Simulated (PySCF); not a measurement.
Below is a simulated gas-phase Si 2p photoelectron spectrum of `O[SiH-]C(F)(F)F`.

Every computed line was given a Gaussian of 1.0 eV full width at half maximum and an area set by the number of equivalent atoms (split 2:1 within a doublet); the highest printed point is 100. Theory: PySCF 2.14.0, delta-SCF UKS SCAN, pcX-2 on the ionised atom, pcseg-1 elsewhere, spin-free X2C.

binding energy (eV), intensity and a bar:
```
     99.4          0 
     99.5          1 
     99.6          1 
     99.7          3 #
     99.8          5 #
     99.9          9 ###
    100.0         14 ####
    100.1         21 ######
    100.2         31 #########
    100.3         42 #############
    100.4         55 ################
    100.5         68 ####################
    100.6         80 ########################
    100.7         90 ###########################
    100.8         97 #############################
    100.9        100 ##############################
    101.0        100 ##############################
    101.1         96 #############################
    101.2         90 ###########################
    101.3         82 #########################
    101.4         73 ######################
    101.5         63 ###################
    101.6         53 ################
    101.7         43 #############
    101.8         34 ##########
    101.9         26 ########
    102.0         19 ######
    102.1         13 ####
    102.2          9 ###
    102.3          5 ##
    102.4          3 #
    102.5          2 #
    102.6          1 
    102.7          0 
    102.8          0 
    102.9          0
```

Q: How many maxima does the curve show, and how many computed lines lie under it?

A: The curve has 1 maximum (at 100.9 eV). Under it lie 2 lines from 1 inequivalent silicon site, drawn as a 2p3/2, 2p1/2 pair. At this width some lines have no maximum of their own.

Q: Decompose the envelope and assign each component. Numbering: `[OH:1][SiH-:2][C:3]([F:4])([F:5])[F:6]`.

A: 
```json
{"position (eV)": "100.81", "relative area": "0.67", "line": "Si 2p3/2", "atoms": "Si2", "environment": "silicon bonded to C, O and H"}
{"position (eV)": "101.44", "relative area": "0.33", "line": "Si 2p1/2", "atoms": "Si2", "environment": "silicon bonded to C, O and H"}
```

Q: What are the centre and the root-mean-square width of the whole band?

A: The area-weighted mean of the lines is 101.02 eV. Their own spread about it is 0.30 eV (rms) and each Gaussian has σ = 1.0/2.355 = 0.42 eV; the variances add, which gives 0.52 eV.

The curve has no shake-up lines and no vibrational structure. 2p3/2 and 2p1/2 are the ΔSCF energy of one spin-free 2p hole plus the eigenvalues of a spin–orbit and ligand-field matrix of the shell. 2p1/2 minus 2p3/2 (ligand field included): Si 0.63 eV. The species carries charge -1, so core ionisation leaves a neutral species. The basis sets have no added diffuse functions. The structure is a single PBE0-D3(BJ)/def2-SVP conformer in the gas phase; no vibrational or solvent corrections.

The values belong to the conformer `[OH:1][SiH-:2][C:3]([F:4])([F:5])[F:6]`: O1–Si2–C3–F4 -157°, H–O1–Si2–C3 41°.
